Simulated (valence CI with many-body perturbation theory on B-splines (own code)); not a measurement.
Results of a calculation; reference values are marked as such.
Hyperfine factors and g values of Hg74+

Level of theory: valence CI with perturbative core correlation (CI+MBPT): four valence electrons over a frozen Dirac-Fock core [He], a basis of 11 s, 11 p, 9 d, 7 f, 5 g, 2 h, 1 i functions for each j, with the one-electron correlation potential Σ1 (screened to all orders), the two-electron term Σ2, the three-electron term Σ3, Breit, model QED; selected single and double excitations, second order for the rest (own B-spline code, finite nucleus).

The last digits are not significant, and no measured levels were compared; by estimate large intervals hold to a few tenths of a per cent, small ones and those within an open d or f shell to about a per cent. Among the levels kept, up to 300 cm⁻¹ of a level comes from second order outside the variational space, and about a tenth of that is noise between levels of different J, which matters for small intervals.

A/g_I is the dipole constant over the nuclear g factor μ/I (μ in nuclear magnetons, uniformly magnetised nucleus), B/Q the quadrupole constant per barn. Both hold the static response of the core; the bare values leave it out. Large factors of s and p1/2 electrons are usually good to 5 to 10 %; those of open d and f shells near neutrality can be off by tens of per cent, and small factors of p3/2, d and f electrons come from cancelling terms and can be off by a factor of two or in sign, in half-filled shells by more. B is blank for J = 1/2, where it vanishes, and for nearly pure S terms. Energies count from the lowest level. Levels with J = 0 are left out.

Levels are named by their leading jj configuration (3d3/2^4 stands for four electrons in 3d with j = 3/2), which in mixed levels can hold well under half, so a name can repeat and another be missing. Letters in brackets count levels of one name in rising energy.

```tsv
Level	E (× 10³ cm⁻¹)	g	A/g_I (MHz)	A/g_I bare	B/Q (MHz/b)	B/Q bare
(2s^2 2p1/2 2p3/2) J=1	16398	1.463	-1420000	-1380000	1090000	1090000
(2s^2 2p1/2 2p3/2) J=2	16544	1.125	3590000	3600000	2090000	2100000
(2s 2p1/2^2 2p3/2) J=2	19178	1.477	9110000	9050000	2120000	2120000
(2s 2p1/2^2 2p3/2) J=1	19967	1.111	-6990000	-6860000	1200000	1200000
(2s^2 2p3/2^2) J=2	33185	1.286	1100000	1120000	88400	88500
(2s 2p1/2 2p3/2^2) J=2 [a]	35324	1.541	6380000	6350000	261000	261000
(2s 2p1/2 2p3/2^2) J=3	35695	1.286	8150000	8100000	-6200	-6240
(2s 2p1/2 2p3/2^2) J=1 [a]	36488	1.295	-8730000	-8590000	-526000	-526000
(2s 2p1/2 2p3/2^2) J=2 [b]	36553	1.037	-702000	-640000	-182000	-182000
(2s 2p1/2 2p3/2^2) J=1 [b]	36596	1.280	2.14e+07	2.13e+07	308000	309000
(2p1/2^2 2p3/2^2) J=2	39493	1.296	1030000	1080000	85000	85100
(2s 2p3/2^3) J=2	52653	1.433	9210000	9150000	-2220000	-2220000
(2s 2p3/2^3) J=1	53430	1.143	-7070000	-6940000	-982000	-984000
(2p1/2 2p3/2^3) J=1	56050	1.463	-1490000	-1420000	-1090000	-1090000
(2p1/2 2p3/2^3) J=2	56197	1.115	3580000	3590000	-2260000	-2270000
(2s^2 2p1/2 3s) J=1	101120	1.293	1.05e+07	1.04e+07	-16200	-16200
(2s^2 2p1/2 3p1/2) J=1	101900	0.625	7290000	7270000	-3830	-3830
(2s 2p1/2^2 3s) J=1	103660	1.987	2.15e+07	2.13e+07	5870	5880
(2s 2p1/2^2 3p1/2) J=1	104540	1.322	1.84e+07	1.82e+07	-6930	-6930
(2s^2 2p1/2 3p3/2) J=2	106950	1.139	3040000	3030000	661000	661000
(2s^2 2p1/2 3p3/2) J=1	106960	1.494	-2320000	-2300000	333000	333000
(2s^2 2p1/2 3d3/2) J=2	107530	0.737	2950000	2940000	133000	134000
(2s^2 2p1/2 3d3/2) J=1	107750	0.825	-2540000	-2530000	59200	59600
(2s^2 2p1/2 3d5/2) J=2	108890	1.283	-1490000	-1490000	133000	134000
(2s^2 2p1/2 3d5/2) J=3	108930	1.088	1930000	1920000	126000	127000
(2s 2p1/2^2 3p3/2) J=2	109540	1.482	8320000	8240000	639000	640000
(2s 2p1/2^2 3p3/2) J=1	109590	1.142	-7960000	-7870000	338000	338000
(2s 2p1/2^2 3d3/2) J=1	110110	0.474	-8140000	-8060000	59200	59600
(2s 2p1/2^2 3d3/2) J=2	110160	1.096	8450000	8360000	115000	115000
(2s 2p1/2^2 3d5/2) J=3	111440	1.320	5650000	5590000	119000	120000
(2s 2p1/2^2 3d5/2) J=2	111590	1.037	-5430000	-5370000	98300	99000
```

Q: Take the isotope of mass number 199, with I = 1/2, μ = 0.5039 μN. What is the hyperfine structure of (2s 2p1/2 2p3/2^2) J=2 [a]?

A: From the table A = 6430000 MHz. Shifts from the centre of gravity in MHz: F = 3/2: -9640000, F = 5/2: 6430000.
